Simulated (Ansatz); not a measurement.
`C[SiH](F)C=N` + `C=C=C` → `C=C=C[SiH](C)F` + `C=N`  (formal exchange of groups at the Si–C bond)

Calculated with Ansatz (gas phase, PBE0-D4/def2-TZVP geometries, no zero-point term in ΔE). CCSD(T)/CBS adds triple-zeta CCSD(T) − MP2 to the extrapolated MP2 energy (def2 sets, frozen cores). This one scheme is used for every species. DFT in def2-TZVPP. B3LYP here is the variant with VWN-RPA as its local correlation; programs differ in this. One conformer a species, not always the lowest.

`C[SiH](F)C=N`:

```xyz
11

C    -0.208    0.889   -1.407
Si   -0.384    0.417    0.376
F    -1.786   -0.333    0.603
C     0.922   -0.828    0.920
N     0.670   -1.999    1.347
H     0.755    1.379   -1.574
H    -0.996    1.583   -1.706
H    -0.257    0.008   -2.051
H    -0.364    1.611    1.259
H     1.984   -0.555    0.869
H    -0.338   -2.171    1.366
```

`C=C=C`:

```xyz
7

C     1.059   -0.751    0.030
C     0.000    0.000    0.000
C    -1.059    0.751   -0.030
H     1.321   -1.386   -0.810
H     1.713   -0.766    0.896
H    -2.018    0.385    0.323
H    -1.017    1.767   -0.409
```

`C=C=C[SiH](C)F`:

Cartesian coordinates in Å:
```
C 2.331 0.425 0.687
C 1.293 -0.352 0.789
C 0.229 -1.098 0.859
Si -1.305 -0.658 -0.084
C -1.097 0.906 -1.050
F -1.634 -1.864 -1.093
H 2.473 1.261 1.363
H 3.089 0.248 -0.069
H 0.250 -1.982 1.495
H -2.460 -0.587 0.848
H -0.940 1.753 -0.378
H -0.238 0.843 -1.721
H -1.990 1.105 -1.647
```

`C=N`:

Z-matrix (Å, degrees):
```
C
N 1 1.261
H 1 1.096 2 124.9
H 1 1.092 2 118.8 3 -180.0
H 2 1.021 1 111.0 3 -0.0
```

```
             level  ΔE (kcal/mol)  difference from CCSD(T)/CBS
            PBE-D4           -6.3                          0.9
         r2SCAN-D4           -7.0                          0.2
           PBE0-D4           -7.1                          0.1
          B3LYP-D4           -6.9                          0.3
           ωB97X-V           -6.9                          0.3
           ωB97M-V           -7.0                          0.2
            B2PLYP           -6.9                          0.3
               PBE           -5.8                          1.4
            r2SCAN           -6.8                          0.4
              PBE0           -6.5                          0.7
             B3LYP           -6.1                          1.1
     HF/def2-TZVPP           -7.4                         -0.2
    MP2/def2-TZVPP           -8.5                         -1.3
SCS-MP2/def2-TZVPP           -7.9                         -0.7
   CCSD/def2-TZVPP           -7.2                          0.0
CCSD(T)/def2-TZVPP           -7.2                          0.0
     HF/def2-QZVPP           -7.4                         -0.2
    MP2/def2-QZVPP           -8.5                         -1.3
SCS-MP2/def2-QZVPP           -7.9                         -0.7
      HF/CBS(def2)           -7.4                         -0.2
     MP2/CBS(def2)           -8.4                         -1.2
    CCSD/CBS(def2)           -7.1                          0.1
       CCSD(T)/CBS           -7.2                            0
```

Largest T1 diagnostic among the species: 0.012.

From PBE to PBE0 (25 % exact exchange), in def2-TZVPP and without D4, ΔE moves by −0.7 kcal/mol. The D4 term adds −0.8 kcal/mol with B3LYP and −0.5 kcal/mol with PBE0; it sums over pairs of atoms, weighted by their polarisabilities, and B3LYP, whose exchange is more repulsive, gets the larger term.
